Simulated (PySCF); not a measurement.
Levels of Pm⁵⁸⁺ from EOM-EA-GCCSD

Reference: closed-shell Pm⁵⁹⁺, 1s2; one electron is added. Calculated with PySCF 2.14, two-component X2C-1e with screened spin-orbit coupling, an uncontracted even-tempered set (16 s from 18 bohr⁻², ratio 2.6; 12 p from 23 bohr⁻², ratio 2.6; 6 d from 23 bohr⁻², ratio 2.8; 3 f from 990 bohr⁻², ratio 2.8); frozen nothing; the 30 highest virtual spinors dropped; of the others 56 kept and the rest restored at second order. No Breit or QED terms. Binding energies in eV.

| level | Koopmans |
| --- | --- |
| 2s1/2 | 12809.8 |
| 2p1/2 | 12673.0 |
| 2p3/2 | 12023.3 |

(1) How does correlation move these levels?

For comparison, the ionisation energy of Pm⁵⁸⁺ is 12797.26 ± 0.07 eV (theoretical estimate listed by NIST; NIST Atomic Spectra Database, ionization energies).

Only part of the computed levels is shown.

Answers

(1) 2s1/2: second order 12810.1, EOM-CCSD 12810.1; 2p1/2: second order 12673.5, EOM-CCSD 12673.5; 2p3/2: second order 12023.7, EOM-CCSD 12023.7.
